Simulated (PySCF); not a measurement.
A GIAO shielding run with PySCF 2.14 (density fitting, non-relativistic, gas phase) on `C1=C[C@H](C2CC2)[SiH2][SiH2]1`, C₆H₁₂Si₂:

```
$ OMP_NUM_THREADS=1 python probes_run.py task.json out

{"job": {"kind": "nmr", "xc": "PBE0", "basis": "pcSseg-1"}, "charge": 0, "multiplicity": 1}
C      2.068144    -1.145375    -0.697444
C      0.786054    -1.281438    -0.375673
C     -0.036685    -0.227849     0.309913
C     -1.239431     0.097569    -0.549605
C     -2.469363     0.682298     0.072646
C     -2.491738    -0.722179    -0.453068
Si     1.038448     1.328460     0.692118
Si     2.951364     0.460069    -0.255742
H      2.574226    -1.959085    -1.199533
H      0.243444    -2.190168    -0.622074
H     -0.411678    -0.661897     1.244618
H     -0.971133     0.461128    -1.535756
H     -3.014489     1.442136    -0.466466
H     -2.473295     0.823538     1.143091
H     -3.053029    -0.926429    -1.352766
H     -2.519323    -1.529794     0.263831
H      0.408953     2.500994     0.074822
H      1.013344     1.571200     2.141029
H      4.100716     0.190594     0.618629
H      3.490325     1.096908    -1.465301
```

Hardware: 1 thread of an Arm Neoverse V2, shared host. The job also computes population analyses, field gradients, ring-centre shieldings.

Q: How large is the calculation?

A: 76 electrons, 210 basis functions and 1132 auxiliary functions.

Q: How long does it take, and how much memory does it need?

A: 49 s of wall time, with 13 SCF cycles and 5 response iterations; peak memory 1 GiB. Times on a shared host scatter by some tens of per cent.
